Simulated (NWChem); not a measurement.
All runs are NWChem calculations. System: ditellurium (Te$_{2}$), charge 0, spin multiplicity 3, at a geometry optimised with UPBE0/def2-SVP with def2 effective core potentials on Te. Its SCF solution wasn't tested for a lower state. Level: Ur2SCAN/def2-TZVPD with def2 effective core potentials on Te.

Part of the output:

```
             Northwest Computational Chemistry Package (NWChem) 7.3.0
             --------------------------------------------------------

                                NWChem Input Module
                                -------------------

 Scaling coordinates for geometry "geometry" by  1.889725989
 (inverse scale =  0.529177249)

 Turning off AUTOSYM since
 SYMMETRY directive was detected!

                             Geometry "geometry" -> ""
                             -------------------------

 Output coordinates in angstroms (scale by  1.889725989 to convert to a.u.)

  No.       Tag          Charge          X              Y              Z
 ---- ---------------- ---------- -------------- -------------- --------------
    1 Te                  52.0000     0.00000000     0.00000000     1.28180500
    2 Te                  52.0000     0.00000000     0.00000000    -1.28180500

 Effective nuclear repulsion energy (a.u.)     558.1563815460

            Nuclear Dipole moment (a.u.)
            ----------------------------
        X                 Y               Z
 ---------------- ---------------- ----------------
     0.0000000000     0.0000000000     0.0000000000

      Symmetry information
      --------------------

 Group name             D2h
 Group number             26
 Group order               8
 No. of unique centers     1

      Symmetry unique atoms

     1


 Summary of "ao basis" -> "" (spherical)
 ------------------------------------------------------------------------------
       Tag                 Description            Shells   Functions and Types
 ---------------- ------------------------------  ------  ---------------------
 *                         def2-tzvpd                 on all atoms

                                 NWChem DFT Module
                                 -----------------

 Summary of "ao basis" -> "ao basis" (spherical)
 ------------------------------------------------------------------------------
       Tag                 Description            Shells   Functions and Types
 ---------------- ------------------------------  ------  ---------------------
 Te                        def2-tzvpd               19       59   7s6p4d2f

 Summary of "ao basis" -> "ao basis" (spherical)
 ------------------------------------------------------------------------------
       Tag                 Description            Shells   Functions and Types
 ---------------- ------------------------------  ------  ---------------------
[...]
    22      0.272587  1 Te pz                81      0.272587  2 Te pz
    16      0.260304  1 Te pz                75      0.260304  2 Te pz

   alpha - beta orbital overlaps
   -----------------------------

   alpha      1      2      3      4      5      6      7      8      9     10
    beta      1      2      3      4      5      6      8      7      9     10
 overlap   1.000  1.000  1.000  1.000  1.000  1.000  1.000  1.000  1.000  1.000

   alpha     11     12     13     14     15     16     17     18     19     20
    beta     11     12     13     16     15     18     17     14     19     20
 overlap   1.000  1.000  1.000  1.000  1.000  1.000  1.000  1.000  0.999  0.999

   alpha     21     22     23     24     25     26     27     28     29     30
    beta     21     23     22     24     25     26     27     28     30     29
 overlap   0.999  0.998  0.998  1.000  1.000  0.999  0.998  0.998  0.999  0.999

   alpha     31     32     33     34     35     36     37     38     39     40
    beta     31     33     32     34     35     37     36     38     39     40
 overlap   0.996  0.999  0.999  0.998  0.998  0.998  0.998  0.995  0.991  0.991

   alpha     41     42     43     44     45     46     47     48     49     50
    beta     41     42     43     44     45     46     47     49     48     51
 overlap   0.997  0.998  0.997  0.997  0.998  0.998  0.998  0.999  0.999  0.999

   alpha     51     52     53     54     55     56     57     58     59     60
    beta     50     52     53     55     54     56     57     58     59     60
 overlap   0.999  0.998  0.998  0.998  0.998  0.991  0.991  0.998  0.998  0.999

   alpha     61     62     63     64     65     66     67     68     69     70
    beta     61     62     63     64     65     66     68     69     67     70
 overlap   0.997  1.000  1.000  1.000  1.000  1.000  1.000  1.000  1.000  1.000

   alpha     71     72     73     74     75     76     77     78     79     80
    beta     71     72     73     74     75     76     77     78     79     80
 overlap   1.000  1.000  1.000  1.000  1.000  1.000  1.000  1.000  1.000  1.000

   alpha     81     82     83     84     85     86     87     88     89     90
    beta     81     82     84     83     85     86     88     87     89     90
 overlap   1.000  0.999  1.000  1.000  1.000  1.000  1.000  1.000  1.000  1.000

   alpha     91     92     93     94     95     96     97     98     99    100
    beta     91     92     93     94     95     96     98     97    100     99
 overlap   1.000  0.999  1.000  1.000  1.000  1.000  1.000  1.000  1.000  1.000

   alpha    101    102    103    104    105    106    107    108    109    110
    beta    101    102    103    104    105    106    107    108    110    109
 overlap   1.000  1.000  1.000  1.000  1.000  1.000  1.000  1.000  1.000  1.000

   alpha    111    112    113    114    115    116    117    118
    beta    111    112    113    114    115    116    117    118
 overlap   1.000  1.000  1.000  1.000  1.000  1.000  1.000  1.000

     --------------------------
     Expectation value of S2:
     --------------------------
      <S2> =      2.0113 (Exact =     2.0000)

 center of mass
 --------------
 x =   0.00000000 y =   0.00000000 z =   0.00000000

 moments of inertia (a.u.)
 ------------------
        1524.414743581762           0.000000000000           0.000000000000
           0.000000000000        1524.414743581762           0.000000000000
           0.000000000000           0.000000000000           0.000000000000

     Multipole analysis of the density
     ---------------------------------

     L   x y z        total         alpha         beta         nuclear
     -   - - -        -----         -----         ----         -------
     0   0 0 0     -0.000000    -25.000000    -23.000000     48.000000

     1   1 0 0     -0.000000     -0.000000     -0.000000      0.000000
     1   0 1 0     -0.000000     -0.000000     -0.000000      0.000000
     1   0 0 1     -0.000000     -0.000000     -0.000000      0.000000

     2   2 0 0    -39.730117    -23.001958    -16.728158      0.000000
     2   1 1 0     -0.000000     -0.000000     -0.000000      0.000000
     2   1 0 1      0.000000      0.000000      0.000000      0.000000
     2   0 2 0    -39.730117    -23.001958    -16.728158      0.000000
     2   0 1 1      0.000000      0.000000      0.000000      0.000000
     2   0 0 2    -36.027378   -168.231147   -149.428770    281.632540

 Task  times  cpu:        6.9s     wall:        6.9s

 Total times  cpu:        7.0s     wall:        7.0s
```

Q: Write an NWChem input that would produce this output.

A: One answer among several that fit: 
```
start mol
memory heap 200 mb stack 800 mb global 1000 mb
geometry units angstroms nocenter noautoz
  Te     0.000000     0.000000     1.281805
  Te     0.000000     0.000000    -1.281805
  symmetry group D2h
end
basis spherical
  * library def2-tzvpd
end
ecp
  Te library def2-ecp
end
dft
  xc r2scan
  odft
  mult 3
  semidirect memsize 60000000 filesize 0
  iterations 100
  grid fine
end
task dft energy
```
